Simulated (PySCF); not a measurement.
**Ru²⁺: ionisation energy**

Ru²⁺ [Kr] 4d6 (5D) → Ru³⁺ [Kr] 4d5 (6S), as a difference of total energies. All numbers are calculated (PySCF 2.14, a scalar-relativistic core potential, in cc-pVDZ-PP with ECP28MDF (4s4p3d1f, 38 functions)). Correlated levels: valence: 4s2 4p6 frozen. The calculations carry no spin-orbit coupling.

| method | ionisation energy (eV) |
| --- | --- |
| UHF | 26.438 |
| M06-2X | 28.813 |
| PBE0 | 28.320 |
| MP2 (valence) | 27.331 |
| SCS-MP2 (valence) | 27.455 |

**Question.** How much does correlation contribute at MP2 (valence)?

**Answer.** 27.331 − (26.438) = 0.893 eV, measured against UHF.

The reference lies between the lowest fine-structure levels, while these numbers refer to the centres of the terms.

Errors of the correlated levels include the incompleteness of this basis and the frozen core.

For comparison: 28.47 eV (semi-empirical (NIST evaluation); NIST Atomic Spectra Database, ionization energies).
